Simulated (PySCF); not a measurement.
Consider (AlH5O3Si). Numbering: `[Al:1]([OH:2])([OH:3])[O:4][SiH3:5]`

These are calculated values, B3LYP-D3(BJ)/ma-def2-SVP in PySCF (grid level 2) at geometries from BP86-D3(BJ)/def2-SVP. The prefix ma- adds one diffuse s and one diffuse p function on all atoms but H. Zero-point and thermal terms (298.15 K, 1 bar) come from unscaled GFN2-xTB harmonic frequencies, with soft modes damped to free rotors in the entropy. These were taken at the GFN2-xTB minima.

Task: What are the vertical and the adiabatic ionisation energy for forming the radical cation?

Result: 10.73 eV vertical and 10.13 eV adiabatic, the latter with zero-point energy.

Task: Where does the unpaired spin of the relaxed radical cation sit?

Result: O4 (oxygen on the metalloid) 0.38, O2 (hydroxyl oxygen) 0.20, O3 (hydroxyl oxygen) 0.19, H (on Si5) 0.16 (intrinsic atomic orbital populations).

Task: How far is −ε(HOMO) from the vertical value by ΔSCF?

Result: −ε(HOMO) = 8.55 eV, which is 2.18 eV below the ΔSCF value.

Caveats: ma-def2-SVP is a small basis, whose errors can reach tens of kJ/mol.
